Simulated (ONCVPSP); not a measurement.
**Which setting gave this result? (rhodium, ONCV)**

Base potential:

ONCVPSP 4.0.1 input, shortened (lines: element, Z, core and valence counts, functional; n l f; lmax; l rc ep ncon nbas qcut; lloc lpopt rc5 dvloc0; l nproj debl; icmod fcfact rcfact), BLYP, scalar-relativistic:

```
  Rh 45.00    6    5  -106131      upf
    1    0    2.00
    2    0    2.00
    2    1    6.00
    3    0    2.00
    3    1    6.00
    3    2   10.00
    4    0    2.00
    4    1    6.00
    4    2    8.00
    5    0    0.75
    5    1    0.25
    2
    0    1.40    0.00    4    8    6.90
    1    1.85    0.00    4    7    7.60
    2    1.75    0.00    4    8    9.20
    4    4    1.10    4.00
    0    2    1.10
    1    2    3.10
    2    2    2.50
    0    0.00    0.00
```

Cutoffs, loose and tight: the cutoffs (Ha) at which the residual kinetic energy of the hardest occupied pseudo-wave falls to 1 and 0.1 mHa per electron. They do not see the model core or the augmentation charge, which bear on the density cutoff. Test errors are all-electron minus pseudo excitation energies from the reference, over the configurations 4s2 4p6 4d8 5s1 5p0; 4s2 4p6 4d8 5s0 5p0; 4s2 4p6 4d7 5s0 5p0; 4s2 4p5 4d8 5s1 5p0; variants that change the core or the reference have their own tests. The largest error is taken over the tests solved by every variant that gives reliable tests at all, those not shown here included: 4s2 4p5 4d8 5s1 5p0; 4s2 4p6 4d8 5s0 5p0; 4s2 4p6 4d8 5s1 5p0.

Only the scale of all radii (base = 1) is moved:

```csv
scale of all radii (base = 1),"cutoff, loose","cutoff, tight",bound ghosts,largest test error (meV)
0.78,118 Ha,148 Ha,none,-54
0.89,56 Ha,112 Ha,none,-71
0.97,27 Ha,85 Ha,none,-81
1.04,26 Ha,43 Ha,none,-89
1.21,23 Ha,28 Ha,none,-86
1.33,21 Ha,24 Ha,none,-90
```

Question: One more run gave cutoff, loose: 25 Ha; cutoff, tight: 29 Ha; bound ghosts: none; largest test error (meV): -89. Which value of the scale of all radii (base = 1) was used?

Answer: 1.13. The loose cutoff moves one way along this sweep, from 118 Ha at 0.78 to 21 Ha at 1.33, which places the run between 1.04 and 1.21.
